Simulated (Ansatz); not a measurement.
Total energies of CH6N2SSn.

```tsv
atom	x (Å)	y (Å)	z (Å)
N1	-0.560	1.060	-1.779
Sn2	0.577	1.506	-0.112
S3	2.191	-0.386	-0.356
C4	-0.611	-1.181	1.469
N5	-0.889	-0.096	0.891
H6	-0.233	0.307	-2.370
H7	-0.757	1.857	-2.371
H8	3.096	0.165	0.467
H9	-1.374	-1.878	1.816
H10	0.440	-1.437	1.602
H11	-1.880	0.082	0.744
```

Charge 0, multiplicity 1. Correlated methods include outer-core shells of Sn, which these sets cover unevenly. Sn takes the def2 core potential. The bonds changed during the relaxation, so this is another structure than the one it started from. All single points use the PBE0-D4/def2-TZVP geometry. It is one conformer, not always the lowest. Basis def2-TZVPP, Ansatz.

RPA on PBE orbitals: Hartree–Fock energy of these orbitals -761.18651 Eh, correlation -1.69206 Eh (frozen core).

| functional | kind | energy without D4 (Eh) | D4 term (kJ/mol) |
| --- | --- | --- | --- |
| LDA (SPW92) | LDA | -760.84105 | – |
| PBE | GGA | -763.47105 | -28.9 |
| revPBE | GGA | -763.75926 | -77.1 |
| BLYP | GGA | -763.72614 | -61.9 |
| r2SCAN | meta-GGA | -763.79716 | -7.0 |
| B97M-V | meta-GGA with VV10 | -763.70827 | – |
| PBE0 | global hybrid, 25 % exact exchange | -763.51656 | -24.8 |
| B3LYP | global hybrid, 20 % | -763.92800 | -47.0 |
| r2SCANh | meta-GGA hybrid, 10 % | -763.77383 | -7.6 |
| r2SCAN0 | meta-GGA hybrid, 25 % | -763.74034 | -8.5 |
| HSE06 (plane-wave form) | screened hybrid | -763.49964 | -23.5 |
| BHLYP | global hybrid, 50 % | -763.66257 | -39.8 |
| CAM-B3LYP | range-separated hybrid | -763.75066 | -25.7 |
| LC-ωPBE | long-range corrected hybrid | -763.64271 | – |
| ωB97X-V | range-separated hybrid GGA with VV10 | -763.69913 | – |
| ωB97M-V | range-separated hybrid meta-GGA with VV10 | -763.69641 | – |
| B2PLYP | double hybrid | -763.37321 | – |
| PBE-QIDH | double hybrid | -763.21105 | – |

B3LYP takes the VWN-RPA correlation (the form of Gaussian; ORCA's B3LYP/G). HSE06 is the plane-wave form, built on full-range PBE exchange. The double hybrids freeze the cores in their second-order part.

LC-ωPBE has ω = 0.4 bohr⁻¹.
